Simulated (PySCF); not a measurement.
C2H6O2Sn, SMILES [CH]([SnH]([OH])[OH])=C.

Geometry optimised at B3LYP-D3(BJ)/def2-SVP. The structure was generated by enumeration; whether it is a known compound was not checked. The def2 effective core potentials stand for the cores of Sn; spin–orbit coupling is left out. One conformer was computed; it need not be the lowest.

Calculation: HF/def2-TZVP run with PySCF.

The molecule is in vacuum.

```
Property                                                                                                        Value
---------------------------------------------------------------------------------------------  ----------------------
total energy                                                                                       -442.39756 hartree
highest occupied level                                                                                      -10.84 eV
lowest empty level                                                                                            2.43 eV
orbital gap                                                                                                  13.27 eV
dipole moment                                                                                                  1.64 D
quadrupole, principal values (traceless, Buckingham form, about the centre of nuclear charge)  -15.12, 5.70, 9.42 D·Å
mean static polarisability                                                                       63.5 bohr³ (9.42 Å³)
polarisability, principal values                                                               51.4, 59.1, 80.1 bohr³
```
